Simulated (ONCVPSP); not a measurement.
## Al: one change to an ONCV potential, before and after

```json
{
  "Element": "Al",
  "Generator": "ONCVPSP 4.0.1",
  "Type": "optimised norm-conserving Vanderbilt (ONCV)",
  "Functional": "PBEsol",
  "Relativity": "scalar-relativistic",
  "Frozen core": "[Ne]",
  "Valence charge": "3",
  "Reference configuration": "3s1 3p2",
  "Partial waves": "3s: rc 1.75 bohr, ncon 3, nbas 7, qcut 4.7 1/bohr, 3 projectors, debl 3.9 Ha; 3p: rc 2.05 bohr, ncon 4, nbas 8, qcut 4.7 1/bohr, 2 projectors, debl 3.8 Ha",
  "Local potential": "polynomial inside 1.50 bohr (lpopt 5, dvloc0 0 Ha)",
  "Core correction": "Teter function fitted to the true core (icmod 2), fcfact 0.6"
}
```

All-electron outer shells of the reference configuration (PBEsol, scalar-relativistic, ld1.x):

```
shell  level (eV)  outermost node (bohr)  outermost maximum (bohr)
   2s     -109.67                   0.16                      0.50
   2p      -71.35                      –                      0.43
   3s       -8.53                   0.80                      2.06
   3p       -3.32                   0.81                      2.58
```

Change: s: ncon 5, nbas 9.

Cutoffs: the cutoffs (Ha) at which the residual kinetic energy of the hardest occupied pseudo-wave falls to 1 and 0.1 mHa per electron; they do not see the model core or the augmentation charge, which bear on the density cutoff. Errors are all-electron minus pseudo energies relative to the spin-unpolarised reference configuration.

Problem. How do hardness, ghosts and transferability respond?

Solution. The potential gets neither clearly harder nor softer (6.3 Ha and 8.2 Ha → 5.6 Ha and 33 Ha); a bound ghost appears in s, which as a rule spoils a file; of the 4 tests that both files solve, the error grows in 3 and shrinks in 0 by more than 15 % and 0.3 meV (median size 2.2 → 3.6 meV).

| quantity | base | changed |
| --- | --- | --- |
| cutoff, loose | 6.3 Ha | 5.6 Ha |
| cutoff, tight | 8.2 Ha | 33 Ha |
| loose cutoff by channel | s 6.3 Ha, p 2.3 Ha | s 5.6 Ha, p 2.3 Ha |
| bound ghosts | none | s |
| GHOST(+) flags under 300 eV | s at 231.7 eV | none |
| error for 3s2 3p1, meV [ΔE -5.12 eV] | -0.1 | -1.4 |
| error for 3s2 3p0, meV [ΔE 0.62 eV] | -2.9 | -4.3 |
| error for 3s1 3p0, meV [ΔE 19.79 eV] | +16 | +16 |
| error for 3s2 3p0.5, meV [ΔE -3.05 eV] | -1.6 | -2.9 |
| s: phases at 1.77 bohr within 0.05 rad from the reference energy up to (Ha; the scan ends near 5) | to the end of the scan | to the end of the scan |
| p: phases at 2.08 bohr within 0.05 rad from the reference energy up to (Ha; the scan ends near 5) | to the end of the scan | to the end of the scan |
| rms error of d²Exc/dni dnj with the model core, mHa | 1.07 | 1.00 |

Changed file: The cutoffs count occupied waves only; projector 2 of the s channel, the hardest unoccupied one, needs 88 Ha at the loose tolerance. A true bound ghost makes a file unfit for plane-wave use even where its test errors are small: the radial tests pick states by their node count and pass the ghost by.
